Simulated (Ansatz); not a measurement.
# Calibrating r2SCAN-D4/def2-TZVPP on P-containing molecules

The atomisation energy (no zero-point term) in kJ/mol of 6 P-containing molecules: x at r2SCAN-D4/def2-TZVPP, y at CCSD(T)/CBS estimate. Shapes, held fixed at every level: PBE0-D4/def2-TZVP. Flexible molecules stand in one conformer, not always the lowest. Programs: Ansatz 0.2.0.

```
                              molecule  x (kJ/mol)  y (kJ/mol)
                             PH(SiH3)2        2819        2826
          P4O6 (phosphorus(iii) oxide)        4448        4449
 P(CH3)3S (trimethylphosphine sulfide)        5153        5129
                         P(AlH3)(CH3)3        5786        5774
            C4H11P (SMILES C=P(C)(C)C)        5903           ?
C10H23P (SMILES CC(C)P(C(C)C)C(C)(C)C)       13378       13355
```

Question: Fit y = c + s·x to the known rows and predict y for C4H11P.

Answer: 
1. Means of the 5 rows: x = 6316.80, y = 6306.6.
2. Σ(Δx)² = 67223743, Σ(Δx·Δy) = 67069283, so the slope is 67069283/67223743 = 0.9977.
3. Intercept: 6306.6 − (0.9977) × 6316.80 = 4.3. The largest residual of the fit is 16.
4. C4H11P: 4.3 + 0.9977 × 5903 = 5894 kJ/mol.

CCSD(T)/CBS estimate gives 5881 kJ/mol, so the prediction is off by +13 kJ/mol, within the largest residual. Uncorrected, r2SCAN-D4/def2-TZVPP misses C4H11P by +22 kJ/mol, and the other rows by 13 on average. The line removes about 40 % of this miss. C10H23P lies far out in x and weighs most in the slope. Left out in turn, the other rows are missed by 22 kJ/mol on average, worse than no correction. The CBS estimate extrapolates MP2 from def2-TZVPP and def2-QZVPP and adds CCSD(T) − MP2 in the triple-zeta set, cores frozen.
